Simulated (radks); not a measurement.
Q: Successive ionisation energies (eV) of one element, from differences of total energies of ions in their ground configurations, starting at charge 0: 9.481, 21.463, 31.690, 42.369, 66.658, 81.307, 156.06, 188.11, 221.88, 257.24, 294.03, 344.59, 385.96, 428.77, 472.94, 518.32, 650.86, 693.28, 735.29, 793.28, 838.33, 882.87. Method: non-relativistic Kohn-Sham, TPSS, spin-polarised, spherical densities, point nucleus; open shells are filled with parallel spins first; meta-GGA in the generalised Kohn-Sham scheme; computed with a radial shooting solver on a logarithmic mesh with Libxc functionals. Which element is it?

A: Selenium (Z = 34). The first species listed is Se in [Ar] 3d10 4s2 4p4, the last Se21+ in [Ne] 3s2 3p1.
